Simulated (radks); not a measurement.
Problem. All-electron atom: Ru33+ in [Ne] 3s1. Method: scalar-relativistic Kohn-Sham, PBE, spin-polarised, spherical densities, finite nucleus; open shells are filled with parallel spins first (spin-orbit coupling, left out, can overturn this in heavy ions); Fermi nuclear charge, rms radius 4.4809 fm; computed with a radial shooting solver on a logarithmic mesh with Libxc functionals. Some entries of the table are withheld. Estimate them.

| orbital | occ. | eigenvalue (eV) | <r> (bohr) | <r^2> (bohr^2) |
|---|---|---|---|---|
| 1s up | 1 | -23823.15 | 0.03341 | 0.001507 |
| 1s down | 1 | -23821.17 | 0.03341 | 0.001507 |
| 2s up | 1 | -4931.034 | 0.1430 | 0.02402 |
| 2s down | 1 | -4928.321 | 0.1430 | 0.02400 |
| 2p up | 3 | -4623.034 | 0.1242 | 0.01875 |
| 2p down | 3 | -4620.665 | 0.1242 | 0.01873 |
| 3s up | 1 | -1989.603 | (1) | 0.1356 |
| 3s down | 0 | -1975.967 | (2) | 0.1351 |
| 3p up | 0 | -1893.278 | 0.3338 | (3) |
| 3p down | 0 | -1880.342 | 0.3328 | (4) |
| 4s up | 0 | -1066.579 | 0.6366 | 0.4560 |

Solution. 
(1) 3s up <r> (bohr): 0.3455
(2) 3s down <r> (bohr): 0.3447
(3) 3p up <r^2> (bohr^2): 0.1284
(4) 3p down <r^2> (bohr^2): 0.1277
